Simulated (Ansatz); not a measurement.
PtS2, relaxed as a triplet with UKS r2SCAN-D4/def2-TZVP in Ansatz, starting from the r2SCAN-D4/def2-TZVP geometry of the neutral singlet. Force threshold 0.02 eV/Å.

In the def2 sets Pt takes a core potential; there is no spin–orbit coupling. The relaxation made no stability test and no search for a lower SCF solution. At r2SCAN-D4/def2-TZVP a singlet of charge 0 lies 0.48 eV below the triplet, each at its own geometry. The structure comes from a short search, and lower isomers may exist.

Start:

Cartesian coordinates in Å:
```
Pt -0.0034 0.0033 -0.0022
S 0.4264 1.3963 1.4713
S -0.4230 -1.3996 -1.4691
```

```
        step  energy (eV)  largest force component (eV/Å)  SCF passes
           1  -24918.3231                           1.832          27
           2  -24918.5160                           1.064          42
           3  -24918.6720                           1.173         148
           4  -24918.8439                           1.112          81
           5  -24919.0429                           0.692          62
6 (rejected)  -24919.0192                           0.321          53
           7  -24919.0782                           0.066          51
8 (rejected)  -24919.0781                           0.068          28
           9  -24919.0783                           0.000          30
```

Force components are those of the run's own axes.

End:

```xyz
3

Pt   -0.433    0.426   -0.280
S     0.593    1.027    1.443
S    -0.160   -1.452   -1.164
```

By distances, no bond broke or formed. The bond that changes most is Pt1–S2, from 2.07 to 2.09 Å (atoms count from 1).

No frequencies were taken in this run, so the end may be a saddle point.

Run time 48 s (4 threads of Arm Neoverse V2 on a shared host).
